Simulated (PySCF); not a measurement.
Core-level binding energies of `C[As](C)P1C=CCC1`

Species: C6H12AsP.
SMILES with atom numbers: `[CH3:1][As:2]([CH3:3])[P:4]1[CH:5]=[CH:6][CH2:7][CH2:8]1`

Theory: delta-SCF UKS SCAN, pcX-2 on the ionised atom, pcseg-1 elsewhere, spin-free X2C in PySCF 2.14.0. These are vertical core ionisation energies against the vacuum level, from separate self-consistent calculations with and without the core hole.

Task: Give the core binding energies atom by atom.

Result: 
```json
{"atom(s)": "P4", "bonded to": "2 C and As", "level": "P 2p3/2", "binding energy (eV)": "135.43", "2p1/2 (eV)": "136.32", "above the level's lowest (eV)": "0.00", "count": "1"}
{"atom(s)": "C5", "bonded to": "C (double bond), H and P", "level": "C 1s", "binding energy (eV)": "289.80", "2p1/2 (eV)": "–", "above the level's lowest (eV)": "0.00", "count": "1"}
{"atom(s)": "C6", "bonded to": "C (double bond), C and H", "level": "C 1s", "binding energy (eV)": "289.91", "2p1/2 (eV)": "–", "above the level's lowest (eV)": "+0.11", "count": "1"}
{"atom(s)": "C1/C3", "bonded to": "3 H and As", "level": "C 1s", "binding energy (eV)": "290.03", "2p1/2 (eV)": "–", "above the level's lowest (eV)": "+0.23", "count": "2"}
{"atom(s)": "C8", "bonded to": "C, 2 H and P", "level": "C 1s", "binding energy (eV)": "290.23", "2p1/2 (eV)": "–", "above the level's lowest (eV)": "+0.43", "count": "1"}
{"atom(s)": "C7", "bonded to": "2 C and 2 H", "level": "C 1s", "binding energy (eV)": "290.60", "2p1/2 (eV)": "–", "above the level's lowest (eV)": "+0.80", "count": "1"}
{"atom(s)": "P4", "bonded to": "2 C and As", "level": "P 1s", "binding energy (eV)": "2148.99", "2p1/2 (eV)": "–", "above the level's lowest (eV)": "0.00", "count": "1"}
```

The listed C 1s values span 0.80 eV, from C5 (bonded to C (double bond), H and P) to C7 (bonded to 2 C and 2 H). The widest gap between neighbouring values is 0.37 eV, between 290.23 and 290.60 eV. Summing the Pauling electronegativity differences to the bonded atoms, each weighted by its formal bond order, gives -0.71 for the lowest site and -0.70 for the highest; the largest sum, -0.35, belongs to C6, 0.69 eV below the top. The smallest sum, -1.42, belongs to C1/C3, 0.23 eV above the lowest.

Task: Which effective nuclear charge Zeff reproduces each element's mean 1s value in the hydrogen-like formula E = 13.606 eV × Zeff²?

Result: C (Z = 6): mean 290.1 eV, Zeff = 4.62, Z − Zeff = 1.38; P (Z = 15): mean 2149.0 eV, Zeff = 12.57, Z − Zeff = 2.43. Means run over the listed sites, weighted by atom count.

Task: Give the binding energy of C 1s of C6 in hartree and in kJ/mol.

Result: 289.91 eV = 10.6540 Eh = 27972 kJ/mol.

Topologically equivalent atoms share the value of their first member; where this conformer doesn't relate them by symmetry, their own values could differ. For 2p shells one spin-free hole was relaxed; a mean-field spin–orbit operator and the ground-state splitting of the three 2p orbitals were then diagonalised within the shell. The shell's mean is (2 × 2p3/2 + 2p1/2)/3, and the degeneracies 2j + 1 give areas of 2:1. 2p1/2 minus 2p3/2 (ligand field included): P 0.89 eV. No level of arsenic is listed. One conformer (not necessarily the lowest) at the PBE0-D3(BJ)/def2-SVP geometry, without solvent, vibrations or thermal averaging.
